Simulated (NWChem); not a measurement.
**Basis-set convergence for silicon dioxide molecule (O₂Si)**

SMILES: O=[Si]=O
```xyz
3

O      0.0000     0.0000    -1.5406
Si     0.0000     0.0000     0.0000
O      0.0000     0.0000     1.5406
```
Charge 0, spin multiplicity 1.

All runs are NWChem calculations. Structure: optimised with PBE/def2-SVP, a minimum by its harmonic frequencies.

Quantity: LUMO energy at the level B3LYP.

B3LYP has NWChem's definition, with VWN1-RPA local correlation. The Pople sets run with spherical d functions.

```json
[
 {"basis": "STO-3G", "functions": "19", "LUMO energy (eV)": "2.32"},
 {"basis": "pcseg-1", "functions": "46", "LUMO energy (eV)": "…"},
 {"basis": "aug-pcseg-1", "functions": "73", "LUMO energy (eV)": "-4.06"},
 {"basis": "6-311++G**", "functions": "74", "LUMO energy (eV)": "-4.10"},
 {"basis": "cc-pVTZ", "functions": "94", "LUMO energy (eV)": "-3.76"},
 {"basis": "def2-TZVP", "functions": "99", "LUMO energy (eV)": "-3.93"},
 {"basis": "def2-TZVPP", "functions": "104", "LUMO energy (eV)": "-3.93"},
 {"basis": "def2-TZVPD", "functions": "123", "LUMO energy (eV)": "…"},
 {"basis": "cc-pVQZ", "functions": "169", "LUMO energy (eV)": "-3.94"},
 {"basis": "def2-QZVP", "functions": "184", "LUMO energy (eV)": "…"}
]
```

Fill in the missing entries.


- pcseg-1, LUMO energy (eV): -3.86
- def2-TZVPD, LUMO energy (eV): -4.04
- def2-QZVP, LUMO energy (eV): -4.02
